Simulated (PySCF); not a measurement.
Species: C4H8B2Cl2.
Atom-mapped SMILES: `[CH2:1]=[CH:2][B:3]([CH3:4])[CH2:5][B:6]([Cl:7])[Cl:8]` (hydrogens: H9, H10 on C1; H11 on C2; H12, H13, H14 on C4; H15, H16 on C5)

Geometry (PBE0-D3(BJ)/def2-SVP, Å), atoms numbered from 1 in this order:
```
atom  x, y, z in Å
C1     1.9887   -1.4793   -0.2041
C2     0.7199   -1.1529   -0.4991
B3     0.1057    0.2555   -0.2344
C4     0.9000    1.4391    0.4205
C5    -1.4156    0.4917   -0.6401
B6    -2.2343   -0.1253    0.5199
Cl7   -2.5387    0.7858    1.9944
Cl8   -2.8129   -1.7851    0.4707
H9     2.4029   -2.4739   -0.4037
H10    2.6735   -0.7572    0.2538
H11    0.0937   -1.9333   -0.9515
H12    0.2818    1.9445    1.1810
H13    1.8687    1.1757    0.8682
H14    1.0873    2.1998   -0.3596
H15   -1.6376   -0.0463   -1.5746
H16   -1.6329    1.5665   -0.7274
```

Computed with PySCF at PBE0/def2-SVPD, non-relativistic, on one gas-phase PBE0-D3(BJ)/def2-SVP geometry that isn't relaxed in the solvent. The solvent is an IEF-PCM continuum (van der Waals radii × 1.2), and excitations are vertical TDDFT with non-equilibrium linear response and a frozen core. Specific hydrogen bonds and non-electrostatic terms are outside this model.

```json
{"run": "gas", "E − E(gas) (kJ/mol)": "0.00", "HOMO (eV)": "-8.29", "HOMO–LUMO gap (eV)": "6.15", "dipole (D)": "2.05", "lowest singlet (eV)": "5.15", "static polarisability (au)": "104.2"}
{"run": "P", "E − E(gas) (kJ/mol)": "-10.50", "HOMO (eV)": "-8.14", "HOMO–LUMO gap (eV)": "6.13", "dipole (D)": "2.69", "lowest singlet (eV)": "5.11", "static polarisability (au)": "143.2"}
{"run": "Q", "E − E(gas) (kJ/mol)": "-7.33", "HOMO (eV)": "-8.16", "HOMO–LUMO gap (eV)": "6.13", "dipole (D)": "2.49", "lowest singlet (eV)": "5.12", "static polarisability (au)": "129.6"}
```

Q: The runs were made in chloroform and water. Which run belongs to which solvent?

A: P = water, Q = chloroform. The dielectric constants are 4.711 (chloroform), 78.36 (water), and the energy falls further as ε rises. The optical constants n² used for the excitations are 2.09, 1.78 in the same order. In this model the ground state sees the solvent through ε alone.

Q: How constant is the ratio of the lowering to (ε − 1)/(2ε + 1)?

A: 
```csv
solvent,(ε − 1)/(2ε + 1),E − E(gas) (kJ/mol),ratio (kJ/mol),polarisation term (kJ/mol)
chloroform,0.356,-7.33,-20.6,-8.02
water,0.490,-10.50,-21.4,-12.00
```

The ratio changes by +4.0 % in size from chloroform to water. The polarisation term is half the interaction of the solute with the induced surface charges.
